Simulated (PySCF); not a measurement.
# Tl: excitation energy

Tl [Xe] 4f14 5d10 6s2 6p1 (2P) → Tl [Xe] 4f14 5d10 6s1 6p2, s spin flipped, as a difference of total energies. All numbers are calculated (PySCF 2.14, scalar relativity through the core potential, in aug-cc-pVTZ-PP with ECP60MDF (6s5p4d2f, 55 functions)). Correlated levels: valence: 5s2 5p6 5d10 frozen. The calculations carry no spin-orbit coupling.

```
           method  excitation energy (eV)
              UHF                   7.382
              LDA                   7.335
              PBE                   7.184
             PBE0                   7.316
           r2SCAN                   7.329
          r2SCAN0                   7.437
          wB97M-V                   7.440
          LC-wPBE                   7.642
             PW91                   7.202
    MP2 (valence)                   7.162
SCS-MP2 (valence)                   7.153
```

Task: How much does correlation contribute at MP2 (valence)?

Result: 7.162 − (7.382) = -0.220 eV, measured against UHF.

Spin-orbit coupling is strong in these open shells (close to jj coupling). The scalar numbers leave it out and a first-order estimate fails, so it can dominate the gap to the real levels.

The upper determinant mixes two multiplicities, so it lies between the two terms.

The upper state lies above the first ionisation limit, where it may autoionise and the basis confines it.
